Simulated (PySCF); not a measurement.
Sn(OH)2(OMe)(NH2), SMILES [Sn]([OH])([NH2])([OH])[O]C at its CAM-B3LYP/def2-SVP optimised geometry (Å):

```
13

C     -0.6366    -1.0496    -2.8307
O     -1.2341    -1.1075    -1.5587
Sn    -0.4739    -0.1762     0.0000
N      1.5305    -0.1762     0.0000
O     -1.2716    -1.1795     1.4894
O     -0.9975     1.7177     0.0000
H     -0.9036    -0.1237    -3.3736
H     -0.9965    -1.9015    -3.4309
H      0.4662    -1.1088    -2.7877
H      1.9326     0.7453     0.1595
H      1.9427    -0.8374     0.6547
H     -1.8819    -1.8558     1.1653
H     -1.9427     1.8558    -0.1405
```

Calculation: CAM-B3LYP/def2-TZVP, def2 effective core potentials past Kr run with PySCF. The core electrons that the potentials of Sn replace are not part of the density. Cells within 0.4 Å of a nucleus heavier than hydrogen are left out (blank, or x).

Map of the log10 of the electron density (e/bohr³), floored at −4 on the plane z = 0.0 Å:

```
|000000000000000000000000000|
|000000001111100000000000000|
|000000122222211000000000000|
|000012233444322100000000000|
|000123345555432100000000000|
|000134556676543210000000000|
|001235677887654211111100000|
|001235778xx8754322232210000|
|001235678xx8754333444321000|
|000234567887654444555432100|
|000123456777655455676543100|
|000123445677766566777643200|
|000122345789986677887643210|
|00012234679xx9777xxx7643210|
|00012234679xx9777xxx7643210|
|000123345789987677887643210|
|000123345677776566776543200|
|000123344556655555555432100|
|000122344455444344444332100|
|000012334444333223333221000|
|000012233333322111221110000|
|000001222222211100000000000|
|000000111111110000000000000|
|000000000000000000000000000|
|000000000000000000000000000|
|000000000000000000000000000|
|000000000000000000000000000|
```
Scale: ten equal steps from -4.00 (start of '0') to 0.366 (end of '9'), in the order '0123456789'; x runs from -4.00 to 4.00, y from -4.00 (bottom) to 4.00 (top).
